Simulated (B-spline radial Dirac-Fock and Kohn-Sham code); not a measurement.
# S 2p1/2: cross section and angular parameters

System: neutral sulfur, 1s2 2s2 2p6 3s2 3p4; threshold 163.6 eV (tabulated edge). Level of theory: Dirac-Hartree-Slater photoionisation with a Latter tail; cross sections with all multipoles, angular parameters from the dipole term and its interference with E2; a radial B-spline solver.

The run's input, task.json:

```json
{"items": [{
  "Z": 16,
  "q": 0,
  "cfg": [[1, 0, 2], [2, 0, 2], [2, 1, 6], [3, 0, 2], [3, 1, 4]],
  "A": 32,
  "rrms": 3.2611,
  "do": "xps",
  "hv": [65.7, 76.3, 100, 119.0, 168.0, 200, 230.0, 231.0, 233.0, 300, 405.0, 600, 800, 955.0, 1110.0, 1180.0, 1253.6, 1400.0, 1470.0, 1800.0, 2000, 2500.0, 2600.0, 3780.0, 4170.0, 4460.0, 5380.0, 7130.0, 9460.0, 15000],
  "edges": {"K": 2472.0, "L1": 230.9, "L2": 163.6, "L3": 162.5}
}]}
```

Command: `python xray2_run.py task.json out`

For linearly polarised light dσ/dΩ = σ/(4π) [1 + β P₂(cos θ) + (δ + γ cos²θ) sin θ cos φ], with θ from the polarisation vector and φ the angle between the beam and the projection of the electron momentum on the plane normal to the polarisation.

```csv
hν (eV),σ (kb),β,γ,δ
200,1170,0.918,-0.039,0.010
230,982,1.182,-0.017,0.011
231,975,1.188,-0.016,0.011
233,960,1.200,-0.014,0.011
300,590,1.402,0.042,0.013
405,293,1.475,0.125,0.016
600,106,1.454,0.254,0.021
800,48.1,1.388,0.354,0.027
955,28.9,1.332,0.416,0.033
1110,18.6,1.277,0.468,0.038
1180,15.5,1.253,0.490,0.041
1253.6,12.9,1.229,0.510,0.044
1400,9.19,1.182,0.548,0.049
1470,7.90,1.161,0.565,0.052
1800,4.18,1.070,0.632,0.064
2000,2.98,1.021,0.666,0.072
2500,1.43,0.915,0.735,0.091
2600,1.26,0.897,0.747,0.095
3780,?,?,?,?
4170,0.251,0.679,0.880,0.149
4460,0.198,0.650,0.898,0.159
5380,0.102,0.572,0.946,0.187
7130,0.0370,0.468,1.021,0.235
9460,0.0131,0.377,1.103,0.291
15000,0.00230,0.252,1.260,0.401
```

Q: Give the values at 3780 eV.

A: σ = 0.353 kb, β = 0.722, γ = 0.854, δ = 0.136.

Values without a named source are computed, but for edge energies of neutral atoms, which are taken from tables.
